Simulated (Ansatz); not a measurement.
This geometry of CH₅AsSe (8 atoms, charge 0, multiplicity 1) is a first-order saddle point.

All numbers below come from RKS PBE-D4/def2-SVP in Ansatz.

```xyz
8
Properties=species:S:1:pos:R:3
C -0.697 1.197 -0.582
Se -0.207 0.484 1.210
As 0.871 -1.461 0.749
H -1.236 2.148 -0.390
H 0.215 1.390 -1.174
H -1.361 0.484 -1.102
H 2.356 -1.527 0.566
H 0.151 -2.772 0.667
```

(1) Which two structures does it join? (They come from a converged band through this point; their orientation in space is the band's.)

(2) How far does it lie above each of them?

## Answers

(1) No bond is made or broken. The height of As3 over the plane of its neighbours goes from 0.93 to -0.93 Å.

Image 0:

```xyz
8
Properties=species:S:1:pos:R:3
C -0.704 1.239 -0.473
Se -0.107 0.253 1.127
As 0.877 -1.594 -0.055
H -1.212 2.147 -0.095
H 0.156 1.537 -1.101
H -1.423 0.639 -1.062
H 2.206 -1.596 0.731
H 0.299 -2.682 0.873
```

Image 10:

```xyz
8
Properties=species:S:1:pos:R:3
C -0.573 0.976 -0.437
Se -0.209 0.512 1.441
As 0.961 -1.560 1.148
H -1.126 1.935 -0.427
H 0.375 1.102 -0.994
H -1.196 0.195 -0.913
H 1.885 -1.062 0.011
H -0.024 -2.155 0.114
```

(2) 157.4 kJ/mol above the first and 158.1 kJ/mol above the second. This is the barrier of this one path; another mechanism may lie lower.

Time of the run: 2.1 min on 2 threads of Arm Neoverse V2, with other jobs on the host, peak memory 0.15 GiB.
